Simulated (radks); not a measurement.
The numbers below are computed, except where a source is named.
Fractional charge and spin in the 6s shell of iridium: the spin-up occupation runs from 0 to 1 and the spin-down occupation from 0 to 1; the fullest corner is Ir, [Xe] 4f14 5d(up 3.5, down 3.5) 6s(up 1, down 1). Code: a radial shooting solver on a logarithmic mesh with Libxc functionals. Model: scalar-relativistic Kohn-Sham, BLYP, spin-polarised, spherical densities, point nucleus. Energy (eV) above the fullest corner. The planes named below are the two flat planes that join the four corners, with an edge along up + down = one added electron.

\begin{tabular}{lrrrrr}
down \ up & 0 & 0.25 & 0.5 & 0.75 & 1 \\ \hline
0 & 27.391 & 22.235 & 17.570 & 13.390 & 9.688 \\
0.25 & 22.235 & 17.614 & 13.474 & 9.807 & 6.606 \\
0.5 & 17.570 & 13.474 & 9.847 & 6.683 & 3.971 \\
0.75 & 13.390 & 9.807 & 6.683 & 4.008 & 1.773 \\
1 & 9.688 & 6.606 & 3.971 & 1.773 & 0.000 \\
\end{tabular}

Corners above the fullest one (they belong to Ir+ and the next ion): (up 1, down 0) 9.688 eV, (up 0, down 1) 9.688 eV, (up 0, down 0) 27.391 eV. With half an added electron in each spin the energy lies 0.159 eV from the planes, and with half an added electron in spin up alone -0.970 eV. The planes are only a guide here: the flat-plane condition holds for ground states with one frontier orbital, while other shells are open and held unpolarised.
